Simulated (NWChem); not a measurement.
# BeBr2; SMILES [Br][Be][Br]

This build's default masses of Se (78.918 u) and Br (79.917 u) are each other's, which moves their modes by up to 0.6 %.

Question: Give the equilibrium geometry at PBE0/def2-SVP (NWChem) as a list of bonds and angles, with the point group.

Answer: point group D*h; any orientation.
Bond lengths (Å): Be1–Br2 1.953, Be1–Br3 1.953. Bond angles (°): Br2–Be1–Br3 180.0.
